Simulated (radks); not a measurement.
All-electron atom: La12+ in [Kr] 4d9. Calculated with a radial shooting solver on a logarithmic mesh with Libxc functionals: scalar-relativistic Kohn-Sham, SCAN, spin-unpolarised, spherical densities, finite nucleus; meta-GGA in the generalised Kohn-Sham scheme; Fermi nuclear charge, rms radius 4.855 fm.

X-ray form factor f0, the Fourier transform of the density (f0(0) = 45):

| sin(theta)/lambda (1/angstrom) | f0 (electrons) |
|---|---|
| 0.05 | 44.794 |
| 0.1 | 44.185 |
| 0.15 | 43.204 |
| 0.2 | 41.898 |
| 0.25 | 40.324 |
| 0.3 | 38.551 |
| 0.4 | 34.683 |
| 0.5 | 30.800 |
| 0.6 | 27.269 |
| 0.8 | 21.881 |
| 1 | 18.496 |
| 1.25 | 15.732 |
| 1.5 | 13.462 |
| 2 | 9.488 |
